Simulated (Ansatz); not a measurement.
C2H6SSi can be A, `CC[Si]S`, or B, `[SiH3]/C=C\S`.

Program: Ansatz. Geometries: PBE0-D4/def2-TZVP. ΔE: electronic, gas phase. CBS: MP2 limit from def2 TZ/QZ plus the TZ coupled-cluster correction, frozen cores. This one scheme is used for every species. DFT in def2-TZVPP. B3LYP here is the variant with VWN-RPA as its local correlation; programs differ in this. One conformer a species, not always the lowest.

(1) Which isomer does CCSD(T)/CBS put lower? Give the gap. (Estimate.)

(2) Give E(B) − E(A) in kcal/mol with CCSD/def2-TZVPP, BLYP-D4, B3LYP-D4, r2SCAN-D4, MP2/def2-TZVPP, LDA (SPW92), B2PLYP. (Estimate.)

(3) Does the order hold for the free energy at 298.15 K (harmonic terms from PBE0-D4)? (Best estimate.)

Largest T1 diagnostic: 0.013.

Answers

(1) Computed: A, by 14.8 kcal/mol.

(2) The calculation gave: CCSD/def2-TZVPP 15.3, BLYP-D4 13.2, B3LYP-D4 13.8, r2SCAN-D4 12.8, MP2/def2-TZVPP 13.7, LDA (SPW92) 16.3, B2PLYP 13.8. None reverses the order clearly.

(3) The calculation gave: Yes: G(B) − G(A) = +9.7 kcal/mol, for one conformer each. Modes under 60 cm⁻¹, often nearly free rotors, make the harmonic entropy too high.

In def2-TZVPP, CCSD(T) changes the Hartree–Fock value by +2.6 kcal/mol (the triples alone add −0.6 kcal/mol) and MP2 by +1.6 kcal/mol. Leaving LDA and LC-ωPBE aside and taking each functional with its dispersion term where it has one, the values, not all of them listed here, spread over 4.0 kcal/mol, from r2SCAN-D4 to ωB97M-V.
